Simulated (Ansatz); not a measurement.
Ansatz (an electronic-structure program) job for Mg(F)(OMe) (CH3FMgO), SMILES [Mg]([F])[O]C, r2SCAN-D4/def2-SVP. 

Ansatz 0.2 input:
```yaml
crystal:
  periodic: [false, false, false]
  atoms:
    - {symbol: Mg, position_ang: [0.64935356, -0.75189339, 0.00000000]}
    - {symbol: F, position_ang: [-0.72948745, -1.77171910, -0.00000000]}
    - {symbol: O, position_ang: [0.57551378, 0.99780143, 0.00000000]}
    - {symbol: C, position_ang: [-0.55101091, 1.80597610, -0.00000000]}
    - {symbol: H, position_ang: [-1.17031450, 1.65466544, -0.89330364]}
    - {symbol: H, position_ang: [-0.18427148, 2.84059369, -0.00000000]}
    - {symbol: H, position_ang: [-1.17031451, 1.65466545, 0.89330364]}
basis:
  gaussian:
    orbitals: def2-SVP
hamiltonian:
  xc: r2scan
  dispersion: d4
relax: {f_tol: 0.002, max_steps: 200}
```

Output:

```
WARN ansatz: RAYON_NUM_THREADS=1 ignored (pool sized by the plan → 1); use --threads N
Functional definition: r2SCAN
integrals: 0.03 GiB planned
802 factors; their error is unknown
mean field: 0.18 GiB planned
mean field evaluation 1: about -11276.3562 eV, gradient 7.0e1 eV
mean field evaluation 2: about -11179.7945 eV, gradient 1.9e2 eV
mean field evaluation 4: about -11285.5765 eV, gradient 1.5e1 eV
mean field evaluation 8: about -11285.9961 eV, gradient 2.6e-1 eV
mean field evaluation 16: about -11285.9542 eV, gradient 6.8e-5 eV
mean field -11285.95420919 eV, -414.7511672933 hartree, gradient 6.8e-5 eV, S^2 0.000000; 0 other end points of the search recorded, 0 dependent functions left out
the calculation of the forces begins
reference -11285.95422589 eV, -414.7511679068 hartree; 19, 19 occupied and 56, 56 virtual orbitals, 802 factors
relax step   1: F+E_penalty+E_count = -11285.97621770 eV  Δ(F+E_penalty+E_count) = +0.000e0 eV  max|allowed force component| = 1.284e0 eV/Å  Δτ_max = 0.0000 Å  (28 SCF iters, accepted)
these checks for a lower state are left out or cut short: starts, cluster_reference, orbital_swaps, neighbouring_geometries, increment
integrals: 0.03 GiB planned
802 factors; their error is unknown
mean field: 0.17 GiB planned
mean field -11286.18537008 eV, -414.7596622993 hartree, gradient 1.4e-5 eV, S^2 0.000000; 0 other end points of the search recorded, 0 dependent functions left out
the calculation of the forces begins
reference -11286.18538685 eV, -414.7596629157 hartree; 19, 19 occupied and 56, 56 virtual orbitals, 802 factors
relax step   2: F+E_penalty+E_count = -11286.20706743 eV  Δ(F+E_penalty+E_count) = -2.308e-1 eV  max|allowed force component| = 7.096e-1 eV/Å  Δτ_max = 0.1928 Å  (28 SCF iters, accepted)
these checks for a lower state are left out or cut short: starts, cluster_reference, orbital_swaps, neighbouring_geometries, increment
integrals: 0.03 GiB planned
802 factors; their error is unknown
mean field: 0.17 GiB planned
mean field evaluation 32: about -11286.3397 eV, gradient 2.3e-5 eV
mean field -11286.33967116 eV, -414.7653327593 hartree, gradient 2.3e-5 eV, S^2 0.000000; 0 other end points of the search recorded, 0 dependent functions left out
the calculation of the forces begins
reference -11286.33968808 eV, -414.7653333813 hartree; 19, 19 occupied and 56, 56 virtual orbitals, 802 factors
relax step   3: F+E_penalty+E_count = -11286.36091878 eV  Δ(F+E_penalty+E_count) = -1.539e-1 eV  max|allowed force component| = 7.184e-1 eV/Å  Δτ_max = 0.1950 Å  (28 SCF iters, accepted)
these checks for a lower state are left out or cut short: starts, cluster_reference, orbital_swaps, neighbouring_geometries, increment
integrals: 0.03 GiB planned
802 factors; their error is unknown
mean field: 0.17 GiB planned
mean field -11286.45374899 eV, -414.7695250424 hartree, gradient 2.2e-5 eV, S^2 0.000000; 0 other end points of the search recorded, 0 dependent functions left out
the calculation of the forces begins
reference -11286.45376610 eV, -414.7695256711 hartree; 19, 19 occupied and 56, 56 virtual orbitals, 802 factors
relax step   4: F+E_penalty+E_count = -11286.47457999 eV  Δ(F+E_penalty+E_count) = -1.137e-1 eV  max|allowed force component| = 6.319e-1 eV/Å  Δτ_max = 0.1972 Å  (27 SCF iters, accepted)
these checks for a lower state are left out or cut short: starts, cluster_reference, orbital_swaps, neighbouring_geometries, increment
integrals: 0.03 GiB planned
802 factors; their error is unknown
mean field: 0.17 GiB planned
mean field -11286.56604910 eV, -414.7736519951 hartree, gradient 1.3e-5 eV, S^2 0.000000; 0 other end points of the search recorded, 0 dependent functions left out
the calculation of the forces begins
reference -11286.56606615 eV, -414.7736526217 hartree; 19, 19 occupied and 56, 56 virtual orbitals, 802 factors
relax step   5: F+E_penalty+E_count = -11286.58673680 eV  Δ(F+E_penalty+E_count) = -1.122e-1 eV  max|allowed force component| = 2.337e-1 eV/Å  Δτ_max = 0.2000 Å  (28 SCF iters, accepted)
these checks for a lower state are left out or cut short: starts, cluster_reference, orbital_swaps, neighbouring_geometries, increment
integrals: 0.03 GiB planned
802 factors; their error is unknown
mean field: 0.17 GiB planned
mean field -11286.64155831 eV, -414.7764269076 hartree, gradient 1.2e-5 eV, S^2 0.000000; 0 other end points of the search recorded, 0 dependent functions left out
the calculation of the forces begins
reference -11286.64157524 eV, -414.7764275297 hartree; 19, 19 occupied and 56, 56 virtual orbitals, 802 factors
relax step   6: F+E_penalty+E_count = -11286.66221803 eV  Δ(F+E_penalty+E_count) = -7.548e-2 eV  max|allowed force component| = 2.962e-1 eV/Å  Δτ_max = 0.1915 Å  (28 SCF iters, accepted)
these checks for a lower state are left out or cut short: starts, cluster_reference, orbital_swaps, neighbouring_geometries, increment
integrals: 0.03 GiB planned
802 factors; their error is unknown
mean field: 0.17 GiB planned
mean field evaluation 64: about -11286.7168 eV, gradient 3.5e-4 eV
mean field -11286.71681933 eV, -414.7791926988 hartree, gradient 8.3e-6 eV, S^2 0.000000; 0 other end points of the search recorded, 0 dependent functions left out
the calculation of the forces begins
reference -11286.71683583 eV, -414.7791933054 hartree; 19, 19 occupied and 56, 56 virtual orbitals, 802 factors
relax step   7: F+E_penalty+E_count = -11286.73763502 eV  Δ(F+E_penalty+E_count) = -7.542e-2 eV  max|allowed force component| = 3.421e-1 eV/Å  Δτ_max = 0.2000 Å  (34 SCF iters, accepted)
these checks for a lower state are left out or cut short: starts, cluster_reference, orbital_swaps, neighbouring_geometries, increment
integrals: 0.03 GiB planned
802 factors; their error is unknown
mean field: 0.17 GiB planned
mean field -11286.76242541 eV, -414.7808686914 hartree, gradient 1.0e-5 eV, S^2 0.000000; 0 other end points of the search recorded, 0 dependent functions left out
the calculation of the forces begins
reference -11286.76244155 eV, -414.7808692846 hartree; 19, 19 occupied and 56, 56 virtual orbitals, 802 factors
relax step   8: F+E_penalty+E_count = -11286.78332021 eV  Δ(F+E_penalty+E_count) = -4.569e-2 eV  max|allowed force component| = 2.567e-1 eV/Å  Δτ_max = 0.1999 Å  (34 SCF iters, accepted)
these checks for a lower state are left out or cut short: starts, cluster_reference, orbital_swaps, neighbouring_geometries, increment
integrals: 0.03 GiB planned
802 factors; their error is unknown
mean field: 0.17 GiB planned
mean field -11286.80055571 eV, -414.7822699540 hartree, gradient 2.7e-5 eV, S^2 0.000000; 0 other end points of the search recorded, 0 dependent functions left out
the calculation of the forces begins
reference -11286.80057157 eV, -414.7822705370 hartree; 19, 19 occupied and 56, 56 virtual orbitals, 802 factors
relax step   9: F+E_penalty+E_count = -11286.82146120 eV  Δ(F+E_penalty+E_count) = -3.814e-2 eV  max|allowed force component| = 1.270e-1 eV/Å  Δτ_max = 0.2000 Å  (33 SCF iters, accepted)
these checks for a lower state are left out or cut short: starts, cluster_reference, orbital_swaps, neighbouring_geometries, increment
integrals: 0.03 GiB planned
802 factors; their error is unknown
mean field: 0.17 GiB planned
mean field -11286.80667964 eV, -414.7824950046 hartree, gradient 2.6e-5 eV, S^2 0.000000; 0 other end points of the search recorded, 0 dependent functions left out
the calculation of the forces begins
reference -11286.80669546 eV, -414.7824955859 hartree; 19, 19 occupied and 56, 56 virtual orbitals, 802 factors
relax step  10: F+E_penalty+E_count = -11286.82759780 eV  Δ(F+E_penalty+E_count) = -6.137e-3 eV  max|allowed force component| = 3.313e-2 eV/Å  Δτ_max = 0.1068 Å  (28 SCF iters, accepted)
these checks for a lower state are left out or cut short: starts, cluster_reference, orbital_swaps, neighbouring_geometries, increment
integrals: 0.03 GiB planned
802 factors; their error is unknown
mean field: 0.17 GiB planned
mean field evaluation 96: about -11286.8072 eV, gradient 1.2e-1 eV
mean field -11286.80724376 eV, -414.7825157354 hartree, gradient 8.9e-6 eV, S^2 0.000000; 0 other end points of the search recorded, 0 dependent functions left out
the calculation of the forces begins
reference -11286.80725958 eV, -414.7825163168 hartree; 19, 19 occupied and 56, 56 virtual orbitals, 802 factors
relax step  11: F+E_penalty+E_count = -11286.82815922 eV  Δ(F+E_penalty+E_count) = -5.614e-4 eV  max|allowed force component| = 3.478e-3 eV/Å  Δτ_max = 0.0319 Å  (28 SCF iters, accepted)
these checks for a lower state are left out or cut short: starts, cluster_reference, orbital_swaps, neighbouring_geometries, increment
integrals: 0.03 GiB planned
802 factors; their error is unknown
mean field: 0.17 GiB planned
mean field -11286.80728444 eV, -414.7825172303 hartree, gradient 1.1e-5 eV, S^2 0.000000; 0 other end points of the search recorded, 0 dependent functions left out
the calculation of the forces begins
reference -11286.80730026 eV, -414.7825178118 hartree; 19, 19 occupied and 56, 56 virtual orbitals, 802 factors
relax step  12: F+E_penalty+E_count = -11286.82819976 eV  Δ(F+E_penalty+E_count) = -4.054e-5 eV  max|allowed force component| = 2.128e-2 eV/Å  Δτ_max = 0.0138 Å  (29 SCF iters, accepted)
these checks for a lower state are left out or cut short: starts, cluster_reference, orbital_swaps, neighbouring_geometries, increment
integrals: 0.03 GiB planned
802 factors; their error is unknown
mean field: 0.17 GiB planned
mean field -11286.80729786 eV, -414.7825177237 hartree, gradient 5.9e-5 eV, S^2 0.000000; 0 other end points of the search recorded, 0 dependent functions left out
the calculation of the forces begins
reference -11286.80731369 eV, -414.7825183053 hartree; 19, 19 occupied and 56, 56 virtual orbitals, 802 factors
relax step  13: F+E_penalty+E_count = -11286.82821351 eV  Δ(F+E_penalty+E_count) = -1.375e-5 eV  max|allowed force component| = 3.510e-4 eV/Å  Δτ_max = 0.0008 Å  (20 SCF iters, accepted)
integrals: 0.03 GiB planned
802 factors; their error is unknown
mean field: 0.17 GiB planned
mean field evaluation 128: about -11286.8073 eV, gradient 1.7e-3 eV
mean field -11286.80729786 eV, -414.7825177237 hartree, gradient 5.9e-5 eV, S^2 0.000000; 1 other end points of the search recorded, 0 dependent functions left out
the calculation of the forces begins
reference -11286.80731369 eV, -414.7825183053 hartree; 19, 19 occupied and 56, 56 virtual orbitals, 802 factors
Total energy: -11286.82822933 eV, -414.7832869410 hartree
Atom 0 at     0.016912    -1.018919    -0.000000 Å, force     0.000093    -0.000124     0.000000 eV/Å
Atom 1 at     0.361257    -2.747808     0.000000 Å, force    -0.000060     0.000115    -0.000000 eV/Å
Atom 2 at    -0.327668     0.712140    -0.000000 Å, force    -0.000069     0.000351    -0.000000 eV/Å
Atom 3 at    -0.597053     2.066061    -0.000000 Å, force     0.000097    -0.000049     0.000000 eV/Å
Atom 4 at    -1.182352     2.372521    -0.890697 Å, force     0.000045    -0.000059     0.000057 eV/Å
Atom 5 at     0.330724     2.673573     0.000000 Å, force    -0.000150    -0.000175     0.000000 eV/Å
Atom 6 at    -1.182352     2.372521     0.890697 Å, force     0.000045    -0.000059    -0.000057 eV/Å
Dipole moment:    -0.066935     0.335676     0.000000 e Å
```

The run converged.
